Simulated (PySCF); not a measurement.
C₂H₇NSi₂, SMILES [SiH3][C@H]1N=C[SiH2]1. Geometry optimised at ωB97X-D3(BJ)/def2-SVP. The structure was generated by enumeration; whether it is a known compound was not checked.

Task: Give the equilibrium geometry at ωB97X-D3(BJ)/def2-SVP (PySCF confirms it by a frequency run) as bond lengths and angles. (An estimate is asked for; the answer gives what the named calculation found.)

Result: 
Atoms: Si1 C2 N3 C4 Si5 H6 H7 H8 H9 H10 H11 H12. Bonded distances (Å): Si1–C2 1.884, Si1–H6 1.493, Si1–H7 1.491, Si1–H8 1.494, C2–N3 1.500, C2–Si5 1.908, C2–H9 1.103, N3–C4 1.288, C4–Si5 1.884, C4–H10 1.099, Si5–H11 1.491, Si5–H12 1.492. Bond angles (°): C2–Si1–H6 108.8, C2–Si1–H7 111.7, C2–Si1–H8 108.9, H6–Si1–H7 109.3, H6–Si1–H8 108.9, H7–Si1–H8 109.2, Si1–C2–N3 111.0, Si1–C2–Si5 117.4, Si1–C2–H9 109.4, N3–C2–Si5 88.2, N3–C2–H9 111.1, Si5–C2–H9 117.8, C2–N3–C4 104.4, N3–C4–Si5 96.0, N3–C4–H10 121.0, Si5–C4–H10 143.0, C2–Si5–C4 71.2, C2–Si5–H11 117.6, C2–Si5–H12 119.0, C4–Si5–H11 116.9, C4–Si5–H12 119.7, H11–Si5–H12 108.7.
Charge 0, spin multiplicity 1.
